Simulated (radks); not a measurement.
The numbers below are computed, except where a source is named.
Problem. These are the eigenvalues of the occupied orbitals of an atom or ion with whole-number occupations (hartree). Code: a radial shooting solver on a logarithmic mesh with Libxc functionals. Model: non-relativistic Kohn-Sham, PBE, spin-polarised, spherical densities, point nucleus.

1s up: -76.01314
1s down: -75.83268
2s up: -13.30487
2s down: -12.93233
2p up: -12.05329

Which element is it, and in what charge state? The configuration may be excited. Open shells, if any, are filled with parallel spins first.

Solution. Z = 14, silicon, charge +8: Si8+ in [He] 2s2 2p2. The list shows which subshells hold electrons but not how many an open one holds; the 1s level, -76.013 hartree, gives Z - s = 12.3 by -(Z - s)^2/2, which with screening narrows Z to a few neighbours, and the depths of the outer levels then fix element, charge and occupations together.
